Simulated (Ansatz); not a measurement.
Steps of a relaxation of CH$_{7}$AsBNSi (`NB1[SiH2]C1[AsH2]`) with RKS PBE0-D4/def2-TZVP.

```sh
$ ansatz run in.yaml --threads 4 --pin off --events-out ev --progress --plain --max-ram 10444MiB
```

```yaml
crystal:
  periodic: [false, false, false]
  atoms:
    - {symbol: N, position_ang: [-0.580667, 2.059829, -0.475192]}
    - {symbol: B, position_ang: [-0.126422, 0.879811, 0.097314]}
    - {symbol: Si, position_ang: [0.068004, -0.427781, 1.544520]}
    - {symbol: C, position_ang: [0.903053, -0.264157, -0.184949]}
    - {symbol: As, position_ang: [0.198843, -1.453366, -1.618059]}
    - {symbol: H, position_ang: [-1.302752, 2.640746, -0.048167]}
    - {symbol: H, position_ang: [-0.222589, 2.425298, -1.360976]}
    - {symbol: H, position_ang: [-0.732451, -1.678040, 1.770809]}
    - {symbol: H, position_ang: [0.937539, -0.098392, 2.728852]}
    - {symbol: H, position_ang: [1.983836, -0.084651, -0.340634]}
    - {symbol: H, position_ang: [-1.286632, -1.257698, -1.231259]}
    - {symbol: H, position_ang: [0.237338, -2.796899, -0.848356]}
basis:
  gaussian: {orbitals: def2-TZVP}
hamiltonian: {xc: pbe0, dispersion: d4}
relax: {f_tol: 0.005, max_steps: 150}
```

Positions (Å) and forces (eV/Å) along the path, 11 of 14 steps:

```xyz
12
step=1 energy=-72022.9062 eV
N    -0.581    2.060   -0.475   -0.051    0.185   -0.112
B    -0.126    0.880    0.097   -0.020    0.100   -0.056
Si    0.068   -0.428    1.545    0.196   -0.073   -0.278
C     0.903   -0.264   -0.185    0.157    0.033    0.097
As    0.199   -1.453   -1.618   -0.224   -0.040    0.571
H    -1.303    2.641   -0.048    0.475   -0.387   -0.278
H    -0.223    2.425   -1.361   -0.234   -0.232    0.570
H    -0.732   -1.678    1.771    0.168    0.283   -0.050
H     0.938   -0.098    2.729   -0.197   -0.065   -0.267
H     1.984   -0.085   -0.341   -0.584   -0.075    0.076
H    -1.287   -1.258   -1.231    0.290   -0.010   -0.113
H     0.237   -2.797   -0.848    0.025    0.281   -0.160
12
step=2 energy=-72022.9498 eV
N    -0.577    2.046   -0.474    0.014    0.033   -0.045
B    -0.127    0.873    0.097   -0.031   -0.005    0.051
Si    0.072   -0.435    1.531    0.113    0.031   -0.222
C     0.902   -0.263   -0.182   -0.020    0.020    0.120
As    0.189   -1.445   -1.592    0.033    0.031    0.093
H    -1.293    2.620   -0.055    0.111   -0.099   -0.061
H    -0.221    2.407   -1.350   -0.053   -0.057    0.141
H    -0.726   -1.670    1.755    0.050    0.066   -0.016
H     0.929   -0.104    2.705   -0.057   -0.011   -0.058
H     1.968   -0.078   -0.342   -0.174   -0.036    0.011
H    -1.284   -1.234   -1.231    0.055   -0.017    0.009
H     0.244   -2.773   -0.830   -0.041    0.044   -0.022
12
step=3 energy=-72022.9548 eV
N    -0.576    2.042   -0.474    0.030   -0.011   -0.014
B    -0.130    0.871    0.098   -0.056   -0.025    0.043
Si    0.076   -0.437    1.520    0.023    0.012   -0.072
C     0.900   -0.260   -0.180    0.021   -0.011    0.052
As    0.195   -1.441   -1.585   -0.026    0.003   -0.001
H    -1.293    2.611   -0.060   -0.025    0.020    0.021
H    -0.214    2.405   -1.341    0.010    0.009   -0.032
H    -0.714   -1.671    1.739   -0.006   -0.016    0.007
H     0.920   -0.101    2.695    0.006    0.008    0.018
H     1.959   -0.075   -0.342    0.035    0.010   -0.009
H    -1.272   -1.233   -1.214   -0.040    0.027   -0.029
H     0.224   -2.765   -0.823    0.029   -0.027    0.016
12
step=5 energy=-72022.9559 eV
N    -0.577    2.028   -0.479   -0.003   -0.045    0.064
B    -0.141    0.859    0.109   -0.001    0.020   -0.095
Si    0.084   -0.451    1.520    0.066    0.018    0.026
C     0.909   -0.257   -0.172   -0.064    0.018    0.029
As    0.195   -1.433   -1.578    0.020   -0.001    0.018
H    -1.302    2.600   -0.083   -0.021    0.019    0.012
H    -0.200    2.384   -1.342    0.016    0.007   -0.026
H    -0.681   -1.697    1.750   -0.028   -0.033   -0.016
H     0.913   -0.097    2.703   -0.003    0.014   -0.005
H     1.962   -0.054   -0.350    0.059   -0.011    0.009
H    -1.272   -1.183   -1.237   -0.037    0.000   -0.009
H     0.189   -2.753   -0.806   -0.003   -0.006   -0.006
12
step=7 energy=-72022.9564 eV rejected
N    -0.581    2.026   -0.476   -0.004   -0.031    0.007
B    -0.146    0.850    0.097    0.039    0.062    0.014
Si    0.090   -0.447    1.520   -0.024   -0.032   -0.008
C     0.914   -0.258   -0.172   -0.012   -0.025   -0.003
As    0.198   -1.439   -1.575    0.027    0.021   -0.004
H    -1.312    2.589   -0.079   -0.006    0.005    0.012
H    -0.196    2.395   -1.330    0.002    0.010   -0.028
H    -0.671   -1.699    1.744    0.000   -0.015    0.012
H     0.911   -0.079    2.703   -0.004    0.007   -0.008
H     1.970   -0.067   -0.348    0.016    0.025   -0.010
H    -1.271   -1.173   -1.252   -0.031    0.005   -0.002
H     0.172   -2.753   -0.798   -0.003   -0.032    0.018
12
step=8 energy=-72022.9569 eV
N    -0.579    2.029   -0.476   -0.003   -0.006    0.005
B    -0.141    0.857    0.101    0.009    0.008   -0.007
Si    0.087   -0.448    1.519   -0.005   -0.005    0.001
C     0.912   -0.258   -0.172    0.001    0.001    0.002
As    0.196   -1.437   -1.576    0.005    0.000    0.003
H    -1.305    2.597   -0.075    0.000   -0.003    0.000
H    -0.203    2.392   -1.338    0.000    0.003    0.000
H    -0.679   -1.698    1.743    0.002    0.000    0.002
H     0.911   -0.085    2.702   -0.001    0.000   -0.002
H     1.968   -0.064   -0.347   -0.002    0.002   -0.003
H    -1.274   -1.184   -1.245   -0.003    0.003   -0.003
H     0.184   -2.756   -0.803   -0.003   -0.003    0.003
12
step=9 energy=-72022.9568 eV rejected
N    -0.581    2.026   -0.477    0.016   -0.021    0.011
B    -0.138    0.854    0.096   -0.028   -0.006    0.014
Si    0.088   -0.451    1.515    0.007    0.012    0.008
C     0.918   -0.256   -0.174   -0.013    0.006    0.028
As    0.199   -1.442   -1.568    0.009   -0.009   -0.037
H    -1.313    2.586   -0.075    0.009    0.010   -0.016
H    -0.200    2.396   -1.334   -0.019    0.018   -0.002
H    -0.669   -1.707    1.735   -0.001   -0.004    0.006
H     0.908   -0.083    2.700   -0.005   -0.002   -0.002
H     1.972   -0.058   -0.348    0.031   -0.010   -0.016
H    -1.271   -1.167   -1.252   -0.005   -0.002    0.001
H     0.164   -2.754   -0.784   -0.002    0.006    0.005
12
step=10 energy=-72022.9570 eV
N    -0.580    2.028   -0.476    0.003   -0.008    0.001
B    -0.140    0.855    0.100    0.001    0.003    0.002
Si    0.088   -0.449    1.518   -0.003    0.001    0.000
C     0.915   -0.258   -0.173   -0.005    0.002    0.005
As    0.198   -1.439   -1.574    0.002   -0.007   -0.002
H    -1.308    2.592   -0.074    0.000    0.000   -0.001
H    -0.202    2.393   -1.336   -0.003    0.005   -0.001
H    -0.674   -1.702    1.743    0.001   -0.001    0.000
H     0.909   -0.082    2.702    0.001    0.000   -0.001
H     1.970   -0.063   -0.349    0.003    0.000   -0.002
H    -1.273   -1.177   -1.253    0.001    0.004    0.000
H     0.174   -2.754   -0.794   -0.002   -0.001    0.000
12
step=11 energy=-72022.9570 eV
N    -0.582    2.024   -0.476    0.009   -0.007   -0.005
B    -0.140    0.851    0.097   -0.007   -0.005    0.006
Si    0.089   -0.451    1.518    0.004    0.000   -0.004
C     0.919   -0.257   -0.172    0.009   -0.008    0.001
As    0.204   -1.444   -1.570   -0.016    0.009   -0.004
H    -1.314    2.584   -0.075    0.000    0.003   -0.001
H    -0.203    2.395   -1.333   -0.005    0.005    0.001
H    -0.662   -1.709    1.743   -0.001    0.002    0.001
H     0.907   -0.075    2.701    0.000   -0.001    0.001
H     1.974   -0.062   -0.350    0.003    0.002    0.005
H    -1.267   -1.157   -1.267    0.005   -0.011   -0.007
H     0.152   -2.755   -0.783    0.000    0.012    0.006
12
step=13 energy=-72022.9571 eV rejected
N    -0.583    2.023   -0.476   -0.003    0.001   -0.001
B    -0.140    0.851    0.098    0.004    0.003    0.010
Si    0.092   -0.451    1.518   -0.013    0.004    0.003
C     0.920   -0.258   -0.172    0.006   -0.006   -0.001
As    0.205   -1.444   -1.571   -0.001   -0.001   -0.001
H    -1.316    2.582   -0.075    0.004    0.001    0.001
H    -0.204    2.395   -1.333   -0.002   -0.001   -0.004
H    -0.666   -1.705    1.745    0.006   -0.003    0.000
H     0.911   -0.078    2.701    0.000    0.000   -0.003
H     1.975   -0.062   -0.348   -0.002    0.000   -0.002
H    -1.267   -1.158   -1.272    0.000    0.000   -0.001
H     0.150   -2.751   -0.780    0.001    0.001    0.000
12
step=14 energy=-72022.9571 eV
N    -0.582    2.024   -0.476    0.001   -0.002   -0.001
B    -0.140    0.851    0.098    0.000    0.000    0.004
Si    0.090   -0.451    1.518   -0.001    0.000    0.000
C     0.919   -0.258   -0.172    0.000   -0.001    0.000
As    0.204   -1.443   -1.571    0.000   -0.001   -0.001
H    -1.314    2.584   -0.075    0.000    0.000   -0.001
H    -0.205    2.394   -1.334   -0.001    0.001    0.000
H    -0.663   -1.708    1.744    0.000    0.000    0.000
H     0.909   -0.077    2.701    0.000    0.000    0.000
H     1.975   -0.062   -0.349   -0.001    0.000   -0.001
H    -1.268   -1.158   -1.272    0.002    0.000    0.000
H     0.151   -2.751   -0.780    0.000    0.001   -0.001
```

Hardware: 4 threads of an Intel Xeon 6975P-C on a shared host. Wall time 42 s, peak host memory 0.74 GiB.
